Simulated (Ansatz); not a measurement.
Ansatz (a first-principles code) input for Mo(O)2(Br)(NH2) (BrH₂MoNO₂), SMILES [Mo](=[O])(=[O])([Br])[NH2], multiplicity 1, PBE-D3(BJ)/def2-SVP. 

Ansatz 0.2 input:
```yaml
crystal:
  periodic: [false, false, false]
  atoms:
    - {symbol: Mo, position_ang: [0.09708193, 0.68245424, 0.00000000]}
    - {symbol: O, position_ang: [0.90353286, 1.18999966, -1.38939228]}
    - {symbol: O, position_ang: [0.90353284, 1.18999966, 1.38939229]}
    - {symbol: Br, position_ang: [-0.07487076, -1.75647177, 0.00000000]}
    - {symbol: N, position_ang: [-1.66130778, 1.46056674, -0.00000001]}
    - {symbol: H, position_ang: [-2.14216772, 1.77473600, -0.84228178]}
    - {symbol: H, position_ang: [-2.14216773, 1.77473600, 0.84228175]}
basis:
  gaussian:
    orbitals: def2-SVP
hamiltonian:
  xc: pbe
  dispersion: d3bj
relax: {f_tol: 0.002, max_steps: 200}
```

Program output:

```
WARN ansatz: RAYON_NUM_THREADS=1 ignored (pool sized by the plan → 1); use --threads N
Functional definition: PBE
integrals: 0.06 GiB planned
1222 factors; their error is unknown
mean field: 0.33 GiB planned
mean field evaluation 1: about -77475.0767 eV, gradient 1.1e2 eV
mean field evaluation 2: about -77174.1039 eV, gradient 3.3e2 eV
mean field evaluation 4: about -77490.4977 eV, gradient 4.9e1 eV
mean field evaluation 8: about -77495.8478 eV, gradient 1.9e0 eV
mean field evaluation 16: about -77495.7711 eV, gradient 1.1e-2 eV
mean field -77495.77113314 eV, -2847.9170606224 hartree, gradient 2.4e-5 eV, S^2 0.000000; 0 other end points of the search recorded, 0 dependent functions left out
the calculation of the forces begins
reference -77495.77120049 eV, -2847.9170630976 hartree; 37, 37 occupied and 78, 78 virtual orbitals, 1222 factors
relax step   1: F+E_penalty+E_count = -77495.96964149 eV  Δ(F+E_penalty+E_count) = +0.000e0 eV  max|allowed force component| = 5.924e-1 eV/Å  Δτ_max = 0.0000 Å  (35 SCF iters, accepted)
these checks for a lower state are left out or cut short: starts, cluster_reference, orbital_swaps, neighbouring_geometries, increment
integrals: 0.06 GiB planned
1222 factors; their error is unknown
mean field: 0.34 GiB planned
mean field evaluation 32: about -77495.7829 eV, gradient 1.4e-5 eV
mean field -77495.78288402 eV, -2847.9174924595 hartree, gradient 1.4e-5 eV, S^2 0.000000; 0 other end points of the search recorded, 0 dependent functions left out
the calculation of the forces begins
reference -77495.78295142 eV, -2847.9174949363 hartree; 37, 37 occupied and 78, 78 virtual orbitals, 1222 factors
relax step   2: F+E_penalty+E_count = -77495.98083506 eV  Δ(F+E_penalty+E_count) = -1.119e-2 eV  max|allowed force component| = 1.146e-1 eV/Å  Δτ_max = 0.0102 Å  (35 SCF iters, accepted)
these checks for a lower state are left out or cut short: starts, cluster_reference, orbital_swaps, neighbouring_geometries, increment
integrals: 0.06 GiB planned
1222 factors; their error is unknown
mean field: 0.34 GiB planned
mean field -77495.78325128 eV, -2847.9175059560 hartree, gradient 1.4e-5 eV, S^2 0.000000; 0 other end points of the search recorded, 0 dependent functions left out
the calculation of the forces begins
reference -77495.78331869 eV, -2847.9175084334 hartree; 37, 37 occupied and 78, 78 virtual orbitals, 1222 factors
relax step   3: F+E_penalty+E_count = -77495.98118286 eV  Δ(F+E_penalty+E_count) = -3.478e-4 eV  max|allowed force component| = 2.737e-2 eV/Å  Δτ_max = 0.0074 Å  (35 SCF iters, accepted)
these checks for a lower state are left out or cut short: starts, cluster_reference, orbital_swaps, neighbouring_geometries, increment
integrals: 0.06 GiB planned
1222 factors; their error is unknown
mean field: 0.33 GiB planned
mean field -77495.78333274 eV, -2847.9175089494 hartree, gradient 1.4e-5 eV, S^2 0.000000; 0 other end points of the search recorded, 0 dependent functions left out
the calculation of the forces begins
reference -77495.78340015 eV, -2847.9175114270 hartree; 37, 37 occupied and 78, 78 virtual orbitals, 1222 factors
relax step   4: F+E_penalty+E_count = -77495.98129621 eV  Δ(F+E_penalty+E_count) = -1.133e-4 eV  max|allowed force component| = 1.092e-2 eV/Å  Δτ_max = 0.0041 Å  (35 SCF iters, accepted)
these checks for a lower state are left out or cut short: starts, cluster_reference, orbital_swaps, neighbouring_geometries, increment
integrals: 0.06 GiB planned
1222 factors; their error is unknown
mean field: 0.34 GiB planned
mean field -77495.78333659 eV, -2847.9175090911 hartree, gradient 1.2e-5 eV, S^2 0.000000; 0 other end points of the search recorded, 0 dependent functions left out
the calculation of the forces begins
reference -77495.78340401 eV, -2847.9175115686 hartree; 37, 37 occupied and 78, 78 virtual orbitals, 1222 factors
relax step   5: F+E_penalty+E_count = -77495.98130158 eV  Δ(F+E_penalty+E_count) = -5.376e-6 eV  max|allowed force component| = 6.871e-3 eV/Å  Δτ_max = 0.0006 Å  (25 SCF iters, accepted)
these checks for a lower state are left out or cut short: starts, cluster_reference, orbital_swaps, neighbouring_geometries, increment
integrals: 0.06 GiB planned
1222 factors; their error is unknown
mean field: 0.34 GiB planned
mean field -77495.78332540 eV, -2847.9175086799 hartree, gradient 1.3e-5 eV, S^2 0.000000; 0 other end points of the search recorded, 0 dependent functions left out
the calculation of the forces begins
reference -77495.78339282 eV, -2847.9175111574 hartree; 37, 37 occupied and 78, 78 virtual orbitals, 1222 factors
relax step   6: F+E_penalty+E_count = -77495.98130336 eV  Δ(F+E_penalty+E_count) = -1.780e-6 eV  max|allowed force component| = 2.574e-3 eV/Å  Δτ_max = 0.0010 Å  (25 SCF iters, accepted)
these checks for a lower state are left out or cut short: starts, cluster_reference, orbital_swaps, neighbouring_geometries, increment
integrals: 0.06 GiB planned
1222 factors; their error is unknown
mean field: 0.34 GiB planned
mean field evaluation 64: about -77495.7833 eV, gradient 2.7e-2 eV
mean field -77495.78333165 eV, -2847.9175089096 hartree, gradient 6.5e-5 eV, S^2 0.000000; 0 other end points of the search recorded, 0 dependent functions left out
the calculation of the forces begins
reference -77495.78339907 eV, -2847.9175113872 hartree; 37, 37 occupied and 78, 78 virtual orbitals, 1222 factors
relax step   7: F+E_penalty+E_count = -77495.98130386 eV  Δ(F+E_penalty+E_count) = -4.954e-7 eV  max|allowed force component| = 6.894e-4 eV/Å  Δτ_max = 0.0004 Å  (22 SCF iters, accepted)
integrals: 0.06 GiB planned
1222 factors; their error is unknown
mean field: 0.34 GiB planned
mean field -77495.78333165 eV, -2847.9175089096 hartree, gradient 6.5e-5 eV, S^2 0.000000; 1 other end points of the search recorded, 0 dependent functions left out
the calculation of the forces begins
reference -77495.78339907 eV, -2847.9175113871 hartree; 37, 37 occupied and 78, 78 virtual orbitals, 1222 factors
Total energy: -77495.98137127 eV, -2847.9247867315 hartree
Atom 0 at     0.096483     0.674566     0.000000 Å, force     0.000268    -0.000689     0.000000 eV/Å
Atom 1 at     0.908413     1.191243    -1.398367 Å, force    -0.000055     0.000058     0.000163 eV/Å
Atom 2 at     0.908413     1.191243     1.398367 Å, force    -0.000055     0.000058    -0.000163 eV/Å
Atom 3 at    -0.070586    -1.760679    -0.000000 Å, force     0.000103     0.000249     0.000000 eV/Å
Atom 4 at    -1.664444     1.460085    -0.000000 Å, force    -0.000591     0.000552     0.000000 eV/Å
Atom 5 at    -2.147323     1.779781    -0.847309 Å, force     0.000165    -0.000114     0.000058 eV/Å
Atom 6 at    -2.147323     1.779781     0.847309 Å, force     0.000165    -0.000114    -0.000058 eV/Å
Dipole moment:    -0.793734     0.243309     0.000000 e Å
```

The calculation finished and met its thresholds.
